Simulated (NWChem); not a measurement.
System: SiH2SF2; SMILES F[SiH](F)S

NWChem input:

```
start job
memory heap 200 mb stack 900 mb global 1100 mb
geometry units angstroms noautoz
  Si     0.018476     0.479434     0.304139
  F     -1.340057     1.140546    -0.220458
  F      1.244541     1.278737    -0.347762
  S     -0.032686    -1.545432    -0.353259
  H      0.122632     0.627360     1.767332
  H      1.152878    -1.878362     0.203978
end
basis spherical
  Si library def2-svp
  F library def2-svp
  S library def2-svp
  H library def2-svp
end
dft
  xc xcamb88 1.00 lyp 0.81 vwn_5 0.19 hfexch 1.00
  cam 0.33 cam_alpha 0.19 cam_beta 0.46
  iterations 150
  mulliken
end
task dft energy
```

Excerpt of the output:

```
             Northwest Computational Chemistry Package (NWChem) 7.3.0
             --------------------------------------------------------

 C1  symmetry detected

                             Geometry "geometry" -> ""
                             -------------------------

 Output coordinates in angstroms (scale by  1.889725989 to convert to a.u.)

  No.       Tag          Charge          X              Y              Z
 ---- ---------------- ---------- -------------- -------------- --------------
    1 Si                  14.0000    -0.00211101     0.45833936     0.36106457
    2 F                    9.0000    -1.34769570     1.06146104    -0.25823269
    3 F                    9.0000     1.23838897     1.21984554    -0.30853511
    4 S                   16.0000    -0.01208292    -1.61128598    -0.14035689
    5 H                    1.0000     0.05011755     0.71880922     1.81126868
    6 H                    1.0000     1.15652389    -1.88674377     0.48044791

 Effective nuclear repulsion energy (a.u.)     229.1531656323

                                 NWChem DFT Module
                                 -----------------

 Summary of "ao basis" -> "ao basis" (spherical)
 ------------------------------------------------------------------------------
       Tag                 Description            Shells   Functions and Types
 ---------------- ------------------------------  ------  ---------------------
 Si                         def2-svp                 8       18   4s3p1d
 F                          def2-svp                 6       14   3s2p1d
 S                          def2-svp                 8       18   4s3p1d
 H                          def2-svp                 3        5   2s1p

            General Information
            -------------------
          SCF calculation type: DFT
          Wavefunction type:  closed shell.
          No. of atoms     :     6
          No. of electrons :    50
           Alpha electrons :    25
            Beta electrons :    25
          Charge           :     0
          Spin multiplicity:     1
          Use of symmetry is: off; symmetry adaption is: off
          Maximum number of iterations: 150
          AO basis - number of functions:    74
                     number of shells:    34
          Convergence on energy requested:  1.00D-06
          Convergence on density requested:  1.00D-05
          Convergence on gradient requested:  5.00D-04

              XC Information
              --------------
                     Hartree-Fock (Exact) Exchange  1.000
                   CAM-Becke88 Exchange Functional  1.000
                      VWN V Correlation Functional  0.190 local
              Lee-Yang-Parr Correlation Functional  0.810

           Range-Separation Parameters
           ---------------------------
           Alpha           :  0.19
           Beta            :  0.46
           Gamma           :  0.33
           Short-Range HF  :     F

             Grid Information
             ----------------
          Grid used for XC integration:  medium
          Radial quadrature: Mura-Knowles
          Angular quadrature: Lebedev.
          Tag              B.-S. Rad. Rad. Pts. Rad. Cut. Ang. Pts.
          ---              ---------- --------- --------- ---------
          Si                  1.10       88           8.0       590
          F                   0.50       49          10.0       434
          S                   1.00       88           9.0       590
          H                   0.35       45           9.0       434
          Grid pruning is: on
          Number of quadrature shells:   364
          Spatial weights used:  Erf1

      Superposition of Atomic Density Guess
      -------------------------------------

 Sum of atomic energies:        -885.66944353

      Non-variational initial energy
      ------------------------------

 Total energy =    -886.449707
 1-e energy   =   -1685.556424
 2-e energy   =     569.953552
 HOMO         =      -0.326293
 LUMO         =       0.087310

     ---------------------------------------------
      Total Density - Mulliken Population Analysis
     ---------------------------------------------

    Atom       Charge   Shell Charges
 -----------   ------   -------------------------------------------------------
    1 Si  14    12.54   2.00  1.99  0.84  0.17  5.93  0.81  0.51  0.30
    2 F    9     9.56   1.99  1.14  0.78  3.52  2.13  0.00
    3 F    9     9.56   1.99  1.15  0.78  3.52  2.13  0.00
    4 S   16    16.46   2.00  1.99  1.20  0.64  5.94  1.81  2.85  0.03
    5 H    1     1.09   0.69  0.39  0.01
    6 H    1     0.78   0.57  0.18  0.03

   convergence    iter        energy       DeltaE   RMS-Dens  Diis-err
 ---------------- ----- ----------------- --------- --------- ---------
 d= 0,ls=0.0,diis     1   -888.2199496825 -1.12D+03  1.59D-02  8.26D-01
 d= 0,ls=0.0,diis     2   -888.2334701159 -1.35D-02  6.81D-03  9.55D-01
 d= 0,ls=0.0,diis     3   -888.3121257730 -7.87D-02  1.05D-03  1.42D-02
 d= 0,ls=0.0,diis     4   -888.3132256919 -1.10D-03  3.69D-04  8.37D-04
 d= 0,ls=0.0,diis     5   -888.3133332267 -1.08D-04  9.13D-05  3.06D-05
  Resetting Diis
 d= 0,ls=0.0,diis     6   -888.3133381580 -4.93D-06  2.54D-05  1.89D-06
 d= 0,ls=0.0,diis     7   -888.3133385144 -3.56D-07  6.11D-06  1.80D-07

         Total DFT energy =     -888.313338514388
      One electron energy =    -1687.053476180409
           Coulomb energy =      637.941167262714
    Exchange-Corr. energy =      -68.354195228985
 Nuclear repulsion energy =      229.153165632292

 Numeric. integr. density =       49.999998935413

                       DFT Final Molecular Orbital Analysis
                       ------------------------------------

 Vector   23  Occ=2.000000D+00  E=-4.683339D-01
              MO Center=  6.1D-02, -2.4D-01,  2.7D-01, r^2= 3.8D+00
   Bfn.  Coefficient  Atom+Function         Bfn.  Coefficient  Atom+Function
  ----- ------------  ---------------      ----- ------------  ---------------
    38      0.261177  3 F  pz                50     -0.249246  4 S  s
    65      0.235420  5 H  s                 24      0.225268  2 F  pz
    49     -0.217535  4 S  s                 70      0.218031  6 H  s
    54      0.187153  4 S  px                57      0.184154  4 S  px
    41     -0.177938  3 F  pz                48      0.155605  4 S  s

 Vector   24  Occ=2.000000D+00  E=-3.994111D-01
              MO Center= -3.7D-04, -8.4D-01,  2.0D-01, r^2= 3.3D+00
   Bfn.  Coefficient  Atom+Function         Bfn.  Coefficient  Atom+Function
  ----- ------------  ---------------      ----- ------------  ---------------
    58      0.392419  4 S  py                55      0.315588  4 S  py
    65     -0.229200  5 H  s                 66     -0.191850  5 H  s
    52      0.178910  4 S  py                 9     -0.177721  1 Si py
    57      0.164921  4 S  px                37     -0.158015  3 F  py
    49     -0.155774  4 S  s                 10     -0.139068  1 Si pz

 Vector   25  Occ=2.000000D+00  E=-3.435239D-01
              MO Center=  1.7D-02, -1.4D+00, -7.7D-02, r^2= 1.8D+00
   Bfn.  Coefficient  Atom+Function         Bfn.  Coefficient  Atom+Function
  ----- ------------  ---------------      ----- ------------  ---------------
    59      0.537365  4 S  pz                56      0.384880  4 S  pz
    57     -0.300456  4 S  px                53      0.218757  4 S  pz
    54     -0.217020  4 S  px                51     -0.123110  4 S  px
    58     -0.103721  4 S  py                66     -0.101573  5 H  s
    65     -0.081860  5 H  s                 37      0.074370  3 F  py

 Vector   26  Occ=0.000000D+00  E= 5.589656D-02
              MO Center=  4.8D-01, -1.2D+00,  2.9D-01, r^2= 3.9D+00
   Bfn.  Coefficient  Atom+Function         Bfn.  Coefficient  Atom+Function
  ----- ------------  ---------------      ----- ------------  ---------------
    71      1.141989  6 H  s                 50     -0.699142  4 S  s
    57     -0.594390  4 S  px                11     -0.465484  1 Si px
    70      0.310884  6 H  s                 59     -0.305372  4 S  pz
     3     -0.272426  1 Si s                 21     -0.273036  2 F  s
     4      0.268933  1 Si s                 58      0.245823  4 S  py

 Vector   27  Occ=0.000000D+00  E= 7.553452D-02
              MO Center=  7.1D-01, -3.6D-01,  5.7D-01, r^2= 3.6D+00
   Bfn.  Coefficient  Atom+Function         Bfn.  Coefficient  Atom+Function
  ----- ------------  ---------------      ----- ------------  ---------------
     4      0.818670  1 Si s                 11      0.726359  1 Si px
    50     -0.713774  4 S  s                 71      0.603211  6 H  s
    66     -0.471343  5 H  s                 57     -0.458320  4 S  px
    12     -0.447497  1 Si py                58     -0.389440  4 S  py
    35     -0.317983  3 F  s                 59     -0.271445  4 S  pz

 Vector   28  Occ=0.000000D+00  E= 9.754128D-02
              MO Center= -3.0D-01, -1.7D-01,  6.5D-01, r^2= 3.5D+00
   Bfn.  Coefficient  Atom+Function         Bfn.  Coefficient  Atom+Function
  ----- ------------  ---------------      ----- ------------  ---------------
     4      0.825512  1 Si s                 66     -0.778379  5 H  s
     3      0.637975  1 Si s                 11     -0.640953  1 Si px
    58     -0.583274  4 S  py                12     -0.448311  1 Si py
    21     -0.337368  2 F  s                 57      0.314418  4 S  px
    50     -0.289069  4 S  s                  2      0.284300  1 Si s

     ---------------------------------------------
      Total Density - Mulliken Population Analysis
     ---------------------------------------------

[...]
```

Level: CAM-B3LYP/def2-SVP. All runs use the structure optimised with B3LYP/6-31G* (spherical d).
